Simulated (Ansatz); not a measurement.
C3H6Si (`C[SiH]1C=C1`), charge 0, multiplicity 1.

Problem. Give a relaxed structure at PBE0-D4/def2-TZVP (Ansatz 0.2.0). (Best estimate.)

Solution. Ansatz gave: 
Z-matrix (Å, degrees):
```
C
Si 1 1.863
H 1 1.091 2 110.7
H 1 1.093 2 110.6 3 -120.4
H 1 1.093 2 110.7 3 120.4
C 2 1.807 1 123.4 3 -25.4
C 2 1.807 1 123.4 3 27.1
H 2 1.486 1 111.1 3 -179.2
H 6 1.084 2 156.7 1 -74.8
H 7 1.084 2 156.7 1 74.7
```
Point group Cs.
This is one stationary point; other conformers may exist.
